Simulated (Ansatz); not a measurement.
Calculated with Ansatz (gas phase, PBE0-D4/def2-TZVP geometries, no zero-point term in ΔE). CCSD(T)/CBS is the MP2 limit (def2-TZVPP, def2-QZVPP) plus CCSD(T) − MP2 in def2-TZVPP, frozen cores. DFT in def2-TZVPP. B3LYP here is the variant with VWN-RPA as its local correlation; programs differ in this. Each species was taken in one conformer, which may not be the lowest.

`[SiH3][CH]1[NH][AlH]1` + `N[SiH2]S` → `N[SiH2]S[SiH3]` + `[CH2]1[NH][AlH]1`  (ligand exchange at the Si–C bond)

(1) Is it downhill or uphill in electronic energy at CCSD(T)/CBS, and by how much? (Best estimate.)

(2) What do these levels give: r2SCAN-D4, PBE0-D4, B3LYP-D4, ωB97X-V, ωB97M-V, PBE0, B3LYP, CCSD/def2-TZVPP, CCSD(T)/def2-TZVPP, SCS-MP2/def2-QZVPP, HF/CBS(def2), CCSD/CBS(def2)? (Best estimate.)

Largest T1 diagnostic among the species: 0.015.

Answers

(1) Ansatz gave: Downhill: ΔE = -57.3 kJ/mol.

(2) Ansatz gave: r2SCAN-D4 -59.0, PBE0-D4 -59.4, B3LYP-D4 -56.5, ωB97X-V -57.0, ωB97M-V -56.6, PBE0 -58.6, B3LYP -55.2, CCSD/def2-TZVPP -55.3, CCSD(T)/def2-TZVPP -55.6, SCS-MP2/def2-QZVPP -58.3, HF/CBS(def2) -57.4, CCSD/CBS(def2) -57.0 kJ/mol.
